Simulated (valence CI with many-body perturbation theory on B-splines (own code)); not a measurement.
# How close is CI+MBPT for W³⁺?

Level of theory: configuration interaction combined with many-body perturbation theory (CI+MBPT): three valence electrons over a frozen Dirac-Fock core [Xe] 4f14, a basis of 9 s, 9 p, 10 d, 8 f, 5 g, 3 h, 1 i functions for each j, with the one-electron correlation potential Σ1, the two-electron term Σ2, the three-electron term Σ3, Breit, model QED; selected CI, second order for the rest, scaled by the run's own slope (own B-spline code, finite nucleus).

Against 58 measured levels this calculation errs by 1248 cm⁻¹ on average and by 2882 at most. These come from a selection out of J. Phys. B 45, 035001 (2012). Levels without a partner in it may be off by more, other configurations by 1,000 to 8,000 cm⁻¹. 6 measured levels below the end of the list, from 46088 cm⁻¹ on, found no clear computed partner, and computed levels of the same name lie up to 1334 cm⁻¹ from them.

Measured levels: measured levels as listed in J. Phys. B 45, 035001 (2012). Pairs share parity and J, and are chosen by configuration, term and nearness in energy; levels without a clear partner are left out. Energies in cm⁻¹ above the measured ground level. The last column is blank where CI alone has no clear partner.

Names give the largest LS component (configuration and term), which can be under half, so a name can repeat, a term be missing and a line seem to break the LS rules; names also repeat where a configuration has a term twice. Letters in brackets count levels of one name in rising energy.

| Computed label | Label in the source | Measured | Computed | Difference | CI alone, difference |
| --- | --- | --- | --- | --- | --- |
| 5d3 4F_3/2 | 5d3 4F | 0 | 0.0 | 0 | 0 |
| 5d3 4F_5/2 | 5d3 4F | 3537.5 | 3459.0 | -79 | -645 |
| 5d3 4F_7/2 | 5d3 4F | 6744.6 | 6672.3 | -72 | -1075 |
| 5d3 4F_9/2 | 5d3 4F | 9256.4 | 9251.6 | -5 | -1231 |
| 5d3 4P_3/2 [a] | 5d3 4P | 10220.6 | 10720.1 | +499 | -631 |
| 5d3 4P_1/2 | 5d3 4P | 11772.9 | 12247.4 | +474 | -715 |
| 5d3 2G_7/2 | 5d3 2G | 15260.9 | 15461.3 | +200 | -1277 |
| 5d3 2H_9/2 | 5d3 2H | 16204.9 | 16304.5 | +100 | -1096 |
| 5d3 4P_5/2 | 5d3 4P | 17189.9 | 17590.5 | +401 | -1035 |
| 5d3 2P_1/2 | 5d3 2P | 18364.8 | 18868.4 | +504 | -1927 |
| 5d3 4P_3/2 [b] | 5d3 2D | 18519.0 | 18984.1 | +465 | -1731 |
| 5d3 2H_11/2 | 5d3 2H | 22223.1 | 22353.8 | +131 | -1272 |
| 5d3 2D_5/2 [a] | 5d3 2D | 22766.4 | 23382.4 | +616 | -2497 |
| 5d3 2G_9/2 | 5d3 2G | 24096.0 | 24231.2 | +135 | -2182 |
| 5d3 2P_3/2 | 5d3 2P | 25167.8 | 25739.8 | +572 | -3446 |
| 5d3 2F_5/2 | 5d3 2F | 27937.6 | 28757.3 | +820 | -2063 |
| 5d3 2F_7/2 | 5d3 2F | 28412.1 | 29172.6 | +761 | -1652 |
| 5d2 6s 4F_3/2 | 5d2 6s 4F | 32692.4 | 34178.4 | +1486 | -6778 |
| 5d2 6s 4F_5/2 | 5d2 6s 4F | 35093.8 | 36561.8 | +1468 | -6667 |
| 5d2 6s 4F_7/2 | 5d2 6s 4F | 39029.7 | 40475.3 | +1446 | -7683 |
| 5d2 6s 4F_9/2 | 5d2 6s 4F | 43224.4 | 44685.7 | +1461 | -8307 |
| 5d3 2D_5/2 [b] | 5d3 2D | 43286.6 | 44635.5 | +1349 |  |
| 5d3 2D_3/2 | 5d3 2D | 43741.5 | 45104.4 | +1363 | -2118 |
| 5d2 6s 4P_1/2 | 5d2 6s 4P | 45516.9 | 47537.4 | +2020 | -6722 |
| 5d2 6s 4P_3/2 | 5d2 6s 4P | 47679.6 | 49650.8 | +1971 | -7143 |
| 5d2 6s 4P_5/2 | 5d2 6s 2F | 49337.0 | 51103.8 | +1767 |  |
| 5d2 6s 2D_3/2 | 5d2 6s 2D | 51860.4 | 53863.5 | +2003 | -7849 |
| 5d2 6s 2F_7/2 | 5d2 6s 2F | 52828.2 | 54520.2 | +1692 | -7680 |
| 5d2 6s 2D_5/2 | 5d2 6s 2D | 56415.5 | 58347.8 | +1932 | -8420 |
| 5d2 6s 2G_9/2 | 5d2 6s 2G | 57050.1 | 58909.3 | +1859 | -7550 |
| 5d2 6s 2G_7/2 | 5d2 6s 2G | 58372.5 | 60161.3 | +1789 | -7967 |
| 5d2 6s 2P_1/2 | 5d2 6s 2P | 59628.2 | 61834.1 | +2206 | -6850 |
| 5d2 6s 2P_3/2 | 5d2 6s 2P | 64681.0 | 66836.1 | +2155 | -7706 |
| 5d2 6s 2S_1/2 | 5d2 6s 2S | 77607.9 | 80489.8 | +2882 | -9931 |
| 5d2 6p 4G°_5/2 | 5d2(3F) 6p 4G° | 85290.0 | 86666.9 | +1377 | -11456 |
| 5d 6s2 2D_3/2 | 5d 6s2 2D | 87172.2 | 89922.8 | +2751 | -13068 |
| 5d2 6p 4F°_3/2 | 5d2(3F) 6p 4F° | 89893.1 | 91052.1 | +1159 | -10713 |
| 5d2 6p 4G°_7/2 | 5d2(3F) 6p 4G° | 92845.7 | 94132.3 | +1287 | -12174 |
| 5d2 6p 4F°_5/2 [a] | 5d2(3F) 6p 4F° | 94525.3 | 95712.1 | +1187 | -11659 |
| 5d 6s2 2D_5/2 | 5d 6s2 2D | 94725.1 | 97458.4 | +2733 | -13989 |
| 5d2 6p 4D°_1/2 [a] | 5d2(3P) 6p 4D° | 98463.7 | 99851.5 | +1388 | -10063 |
| 5d2 6p 4G°_9/2 [a] | 5d2(3F) 6p 4G° | 99028.3 | 100291.0 | +1263 | -12371 |
| 5d2 6p 4F°_7/2 | 5d2(3F) 6p 4F° | 100322.4 | 101481.5 | +1159 | -11824 |
| 5d2 6p 2S°_1/2 | 5d2(3P) 6p 2S° | 101275.4 | 102658.3 | +1383 | -10739 |
| 5d2 6p 2F°_7/2 [a] | 5d2(3F) 6p 2F° | 102867.6 | 103897.2 | +1030 | -11847 |
| 5d2 6p 4D°_5/2 [a] | 5d2(3F) 6p 4D° | 103216.5 | 104383.1 | +1167 | -11152 |
| 5d2 6p 4D°_1/2 [b] | 5d2(3F) 6p 4D° | 103682.4 | 105320.2 | +1638 | -11935 |
| 5d2 6p 4D°_3/2 [b] | 5d2(3P) 6p 4D° | 103952.5 | 105377.0 | +1424 | -10995 |
| 5d2 6p 2G°_7/2 [a] | 5d2(3F) 6p 2G° | 106730.4 | 107838.5 | +1108 | -12330 |
| 5d2 6p 2F°_5/2 [a] | 5d2(3F) 6p 2F° | 106754.4 | 107994.5 | +1240 | -12667 |
| 5d2 6p 4D°_3/2 [c] | 5d2(3F) 6p 4D° | 108922.3 | 110345.6 | +1423 | -12641 |
| 5d2 6p 4G°_11/2 | 5d2(3F) 6p 4G° | 109190.3 | 110400.9 | +1211 | -13678 |
| 5d2 6p 4S°_3/2 | 5d2(3P) 6p 4S° | 109882.3 | 111337.1 | +1455 | -11831 |
| 5d2 6p 2H°_9/2 | 5d2(1G) 6p 2H° | 110252.8 | 111571.2 | +1318 | -12141 |
| 5d2 6p 2F°_5/2 [b] | 5d2(1D) 6p 2F° | 110658.5 | 111894.2 | +1236 | -12013 |
| 5d2 6p 2G°_7/2 [b] | 5d2(3F) 6p 4D° | 111515.2 | 112591.5 | +1076 | -11442 |
| 5d2 6p 2P°_1/2 | 5d2(3P) 6p 4P° | 112861.2 | 114396.7 | +1536 | -12216 |
| 5d2 6p 4P°_3/2 | 5d2(3P) 6p 4P° | 113533.1 | 115230.4 | +1697 | -11972 |
| 5d2 6p 4D°_5/2 [b] | 5d2(3F) 6p 2D° | 113621.0 | 115052.8 | +1432 | -12841 |

Over 58 excited levels the mean absolute difference is 1248 cm⁻¹, the median 1334 and the largest 2882. For the 56 levels that pair on every rung the mean is CI alone 7743, + Σ1 3461, + Σ2 1002, + Σ3 1119, + Breit 1100, + QED 1236. The comparison draws on a selection of the measured levels: 59 of the 65 computed ones have a partner in it, and others may be off by more.

These 6 measured levels below the end of the computed list are not counted above. Beside each stands the unpaired computed level of its name, or else the nearest of its J and parity; the gap is either an error of the method or a doubtful assignment.

| Label in the source | J | Measured | Unpaired level | Computed |
| --- | --- | --- | --- | --- |
| 5d2 6s 4P | 5/2 | 46088 | 5d2 6s 2F_5/2 | 47882 |
| 5d2(3P) 6p 4D° | 5/2 | 98692 | 5d2 6p 4F°_5/2 [b] | 99959 |
| 5d2(1D) 6p 2D° | 3/2 | 99867 | 5d2 6p 2D°_3/2 | 101201 |
| 5d2(3F) 6p 2D° | 3/2 | 100450 | 5d2 6p 2D°_3/2 | 101201 |
| 5d2(3F) 6p 4F° | 9/2 | 105263 | 5d2 6p 4G°_9/2 [b] | 106429 |
| 5d2(1G) 6p 2G° | 7/2 | 108872 | 5d2 6p 2F°_7/2 [b] | 110216 |
